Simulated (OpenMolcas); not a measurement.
Ir2+ among 3 point charges of -2 e arranged as a planar triangle (D3h), 2.42 Å from the ion.

| Item | Value |
| --- | --- |
| Program | OpenMolcas |
| Method | CASSCF |
| Basis | ANO-RCC-VDZP [7s6p4d2f] |
| Scalar Hamiltonian | DKH2, point nucleus |
| Active space | 7 electrons in 5 orbitals (5d) |
| State averaging | 2S+1 = 4 even, 10 roots; 2S+1 = 2 even, 40 roots |
| Spin-orbit coupling | RASSI with atomic mean-field integrals over the reference wave functions |

(1) What is the spin-free ground state (labels of D3, the rotations of D3h)?

(2) Where is the first state of the same spin?

(3) What are the lowest two levels with spin-orbit coupling?

(4) What is χT at 300 K?

Results:

(1) 4E, 2-fold in its orbital part, 81 % from free-ion F terms; it has the highest spin that d7 allows.

(2) 4A2 at 1000 cm-1 above the ground state.

(3) A 2-fold level E3/2 with g = 0.00, 0.00, 4.07, then a 2-fold level E1/2 28.6 cm-1 above it. Their leading multiplicities are 4 (88 %) and 4 (90 %).

(4) 4.21 cm3 K/mol.

Spin-orbit coupling mixes the spin-free states strongly: the lowest level takes only 61 % from its leading state, 4E. An orbital doublet at a regular site is open to a Jahn-Teller distortion, which this geometry leaves out. Without dynamic correlation the repulsion within the d shell is too large (B by tens of per cent), so at a given field states of lower spin stand too high. Point charges give a weaker field than real ligands, and real ions of this kind are as a rule low spin; the high spin found here belongs to the model. Point charges carry no covalency, so the field is a model and not that of real ligands. No measured value stands beside these numbers.
